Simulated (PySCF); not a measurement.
C4H7NSi, SMILES C/C(C#N)=C/[SiH3].

Coordinates come from a PBE0-D3(BJ)/def2-SVP optimisation. A frequency run showed that this geometry is not a minimum. The structure was generated by enumeration; whether it is a known compound was not checked.

Vertical ionisation energy (IE) and electron affinity (EA) in eV. Rows of orbital energies are one-electron estimates. Where ΔSCF, EOM or ADC give a negative EA the extra electron is unbound and the value depends on the basis.

| level | IE | EA |
|---|---|---|
| −ε(HOMO), −ε(LUMO), ωB97X/def2-TZVP (PySCF) | 10.30 | -0.25 |
| −ε(HOMO), −ε(LUMO), PBE/def2-TZVP (PySCF) | [?] | [?] |

Q: Complete the blanks. (Estimate from the structure and the level; the computed values follow.)

A: 
- −ε(HOMO), −ε(LUMO), PBE/def2-TZVP (PySCF), IE: 6.95
- −ε(HOMO), −ε(LUMO), PBE/def2-TZVP (PySCF), EA: 2.77
